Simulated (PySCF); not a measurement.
C₆H₉NOSi.
Structure used (GFN2-xTB), in Å, numbered top down from 1:
```
atom  x, y, z in Å
C1    -1.470    1.808    0.116
Si2   -0.719    0.104   -0.244
C3    -1.983   -1.162   -0.874
C4     0.947    0.135   -1.197
C5     1.889   -0.374   -0.134
C6     3.257   -0.516   -0.392
N7     4.374   -0.619   -0.643
C8     1.312   -0.666    1.038
O9    -0.013   -0.485    1.164
H10   -2.010    2.182   -0.747
H11   -2.174    1.744    0.941
H12   -0.715    2.541    0.384
H13   -2.476   -0.799   -1.770
H14   -2.750   -1.337   -0.126
H15   -1.526   -2.119   -1.108
H16    0.980   -0.515   -2.072
H17    1.257    1.126   -1.531
H18    1.813   -1.041    1.918
```

Probes without a nucleus sit at each ring's centroid and 1 Å off its mean plane on both sides; NICS is minus the shielding there, NICSzz its component along the normal. Level: GIAO PBE0/pcSseg-1 (PySCF, non-relativistic, gas phase) on the GFN2-xTB geometry, one conformer.

Ring bond lengths (Å), with Mayer bond orders in brackets: Si2–C4 1.919 (0.86), C4–C5 1.509 (1.04), C5–C8 1.339 (1.72), C8–O9 1.343 (1.04), O9–Si2 1.681 (0.86).

Problem. What do the NICS probes read (ppm)?

Solution. 
```json
{"ring": "Si2–C4–C5–C8–O9", "type": "5-membered ring with O and Si; formal bonds 1 double, 4 single", "NICS(0)": "-3.9", "NICS(1), two faces": "-2.5 / -2.5", "NICS(1)zz, two faces": "-1.7 / -1.7", "rms pucker (Å)": "0.00", "centre to ring atoms, mean (Å)": "1.32"}
```

Problem. What do they say, and how far can they be read as aromaticity?

Solution. 
- Si2–C4–C5–C8–O9: mean NICS(1)zz -1.7 ppm, near zero. Si2, C4 have four or more neighbours, so the value isn't read as a sign of a π ring current.

Problem. What is the mean of the two in-plane components of NICS at the second NICS(1) probe listed for ring Si2–C4–C5–C8–O9, 1 Å off the ring?

Solution. The isotropic value is a third of the trace: (3 × -2.5 − (-1.7))/2 = -2.9 ppm.

Problem. How shielded are the nuclei of the rings and their hydrogens (means over atoms taken as equivalent)?

Solution. 
| atoms | environment | σ isotropic (ppm) | principal values of the symmetric part, first atom (ppm) |
| --- | --- | --- | --- |
| Si2 | oxygen-bound silicon | 304.6 | 287.1, 299.2, 327.4 |
| C4 | sp3 carbon bound to silicon | 166.2 | 155.7, 159.2, 183.8 |
| C5 | fully substituted alkene carbon | 91.8 | -1.0, 129.8, 146.7 |
| C8 | vinylic carbon bearing oxygen | 18.2 | -91.4, 50.3, 95.8 |
| O9 | silyl ether oxygen | 176.4 | 101.4, 150.6, 277.2 |
| H16 (×2) | methylene hydrogen | 30.04 | 25.8, 28.5, 35.9 |
| H18 | vinylic hydrogen | 24.57 | 22.1, 24.4, 27.2 |
